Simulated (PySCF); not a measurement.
## Computed properties of GaF₂, SMILES [F][Ga+][F], charge +1

GaF2, SMILES [F][Ga+][F], charge +1. Coordinates come from a PBE0-D3(BJ)/def2-TZVP optimisation. The spin state was assumed, not searched. The isomer is the one that the SMILES or the coordinates give; other isomers of the formula were not compared. The values are those of a single conformer. All values are computed for the isolated molecule unless a solvent is named; none is compared with measurement here.

**Structure.** The optimised structure has D∞h symmetry. All 4 harmonic modes at PBE0-D3(BJ)/def2-TZVP (PySCF) are real, so it is a minimum. With heavy atoms numbered as in [Ga+:1]([F:2])[F:3], the shortest bond between them is Ga1–F2 at 1.661 Å and the longest Ga1–F3 at 1.661 Å.

**Vibrations.** The strongest infrared lines (harmonic, unscaled, degenerate partners summed) lie at 174 cm⁻¹ (89 km/mol, F 65 %, Ga 35 %), 929 cm⁻¹ (69 km/mol, F 65 %, Ga 35 %). The softest mode is at 174 cm⁻¹ and the zero-point energy is 2.9 kcal/mol.

**Electronic structure.** PBE0/def2-TZVPD (PySCF) places the frontier levels at -19.20 and -10.60 eV, a gap of 8.60 eV and a mean polarisability of 17.6 bohr³.

**Excitations.** TDDFT-M06-2X/def2-SVPD (PySCF) has S1 at 6.79 eV (183 nm, f = 0.000, dark); the most intense of the 10 singlets computed lies at 8.91 eV (f = 0.11). Strengths of degenerate partners are summed. T1 (TDA) is at 6.37 eV. No vertical singlet excitation falls in the visible range (under 3.1 eV).

**NMR.** GIAO shifts at HF/pcSseg-2 (PySCF) (non-relativistic, atoms alike by connectivity averaged): ¹⁹F at -177.7 ppm against CFCl3.
